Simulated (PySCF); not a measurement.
Cycloheptatriene, C₇H₈.
Bonds: C1–C2 (double), C2–C3, C3–C4 (double), C4–C5, C5–C6, C6–C7 (double), C1–C7. Hydrogens: H8 on C1; H9 on C2; H10 on C3; H11 on C4; H12, H13 on C5; H14 on C6; H15 on C7.

NICS = −σ at a ghost point: NICS(0) at the centroid of the ring atoms, NICS(1) 1 Å to either side along the normal of their mean plane, zz for the tensor component along that normal. Level: GIAO PBE0/pcSseg-1 (PySCF, non-relativistic, gas phase) on the GFN2-xTB geometry, one conformer.

Ring bond lengths (Å), with Mayer bond orders in brackets: C1–C2 1.351 (1.71), C2–C3 1.436 (1.19), C3–C4 1.338 (1.78), C4–C5 1.496 (1.03), C5–C6 1.496 (1.03), C6–C7 1.338 (1.78), C7–C1 1.436 (1.19).

Give the NICS values of each ring in ppm.

```json
{"ring": "C1–C2–C3–C4–C5–C6–C7", "type": "7-membered carbocycle; formal bonds 3 double, 4 single", "NICS(0)": "-6.0", "NICS(1), two faces": "-6.7 / -9.6", "NICS(1)zz, two faces": "-11.5 / -17.9", "rms pucker (Å)": "0.31", "centre to ring atoms, mean (Å)": "1.55"}
```

What do they say, and how far can they be read as aromaticity?

- C1–C2–C3–C4–C5–C6–C7: mean NICS(1)zz -14.7 ppm, shielded. C5 has four or more neighbours, so the value isn't read as a sign of a π ring current. The two faces differ by 6.4 ppm, so no symmetry operation interchanges them.

What are the shieldings of the ring atoms and their hydrogens in the same run (means over atoms taken as equivalent)?

```
   atoms         environment  σ isotropic (ppm)
 C1 (×2)    alkene CH carbon               49.4
 C3 (×2)    alkene CH carbon               55.2
 C4 (×2)    alkene CH carbon               64.5
      C5      allylic carbon              154.5
 H8 (×2)    vinylic hydrogen              24.61
H10 (×2)    vinylic hydrogen              25.12
H11 (×2)    vinylic hydrogen              26.30
H12 (×2)  methylene hydrogen              29.64
```
